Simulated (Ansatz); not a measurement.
Ansatz (a program for electronic structure) input (CCSD(T)/6-31G*):

Ansatz 0.2 input:
```yaml
crystal:
  periodic: [false, false, false]
  atoms:
    - {symbol: C, position_ang: [-1.63748022, 0.22159966, 0.21957058]}
    - {symbol: C, position_ang: [-1.17788793, -1.13643437, -0.35019408]}
    - {symbol: C, position_ang: [0.28498101, -1.15539166, -0.06792727]}
    - {symbol: C, position_ang: [0.78509886, 0.17864349, 0.38158323]}
    - {symbol: C, position_ang: [-0.39908836, 1.11455467, 0.07449747]}
    - {symbol: N, position_ang: [2.01625487, 0.59496840, -0.30586982]}
    - {symbol: H, position_ang: [-1.89679852, 0.10808189, 1.27538097]}
    - {symbol: H, position_ang: [-2.51299169, 0.62409784, -0.29037531]}
    - {symbol: H, position_ang: [-1.71716644, -1.98632382, 0.08001611]}
    - {symbol: H, position_ang: [-1.36823760, -1.17854031, -1.43372994]}
    - {symbol: H, position_ang: [0.92428644, -2.01780013, -0.20065359]}
    - {symbol: H, position_ang: [0.93045744, 0.15460298, 1.47970341]}
    - {symbol: H, position_ang: [-0.42434921, 1.99399025, 0.72014242]}
    - {symbol: H, position_ang: [-0.29338341, 1.45482222, -0.95858501]}
    - {symbol: H, position_ang: [2.37222392, 1.45096447, 0.10754213]}
    - {symbol: H, position_ang: [2.73843474, -0.10650474, -0.18353181]}
basis:
  gaussian:
    orbitals: 6-31G*
magnetization: {spin_polarized: true, initial_magnetization: 1}
correlation: {method: ccsd_t, electrons: outside_noble_gas}
```

Output:

```
Functional definition: HF
integrals: 0.30 GiB planned
1184 factors; integrals over basis functions are off by at most 6.7e-4 eV
0.45 GiB of device memory are held for the factors and their scratch space
mean field: 0.48 GiB planned
mean field evaluation 1: about -6786.8857 eV, gradient 2.6e1 eV
mean field evaluation 2: about -6786.8854 eV, gradient 2.6e1 eV
mean field evaluation 4: about -6790.7332 eV, gradient 3.3e0 eV
mean field evaluation 8: about -6790.8277 eV, gradient 5.9e-2 eV
mean field evaluation 16: about -6790.2276 eV, gradient 1.0e1 eV
mean field evaluation 32: about -6790.8274 eV, gradient 2.7e-5 eV
mean field -6790.82738495 eV, -249.5583034088 hartree, gradient 1.8e-6 eV, S^2 0.764384; 1 other end points of the search recorded, 0 dependent functions left out
6 core orbitals not correlated
reference -6790.82738495 eV, -249.5583034088 hartree; 18, 17 occupied and 86, 87 virtual orbitals, 1184 factors
second order -21.45552627 eV of doubles, -0.00000000 eV of singles
coupled cluster: 2.41 GiB planned
cycle   1  -22.49043955 eV  change    -1.0e0 eV  update   9.6e-2
cycle   2  -23.10994107 eV  change   -6.2e-1 eV  update   2.9e-2
cycle   3  -23.21810644 eV  change   -1.1e-1 eV  update   1.2e-2
cycle   4  -23.22089549 eV  change   -2.8e-3 eV  update   4.1e-3
cycle   5  -23.22148673 eV  change   -5.9e-4 eV  update   1.9e-3
cycle   6  -23.22127398 eV  change    2.1e-4 eV  update   7.3e-4
cycle   7  -23.22115452 eV  change    1.2e-4 eV  update   3.2e-4
cycle   8  -23.22118972 eV  change   -3.5e-5 eV  update   1.4e-4
cycle   9  -23.22118613 eV  change    3.6e-6 eV  update   6.8e-5
cycle  10  -23.22116689 eV  change    1.9e-5 eV  update   2.4e-5
perturbative correction -0.70640366 eV, -0.0259598557 hartree
Total energy: -6814.75495550 eV, -250.4376254078 hartree
```

It need not be the lowest isomer of its formula.
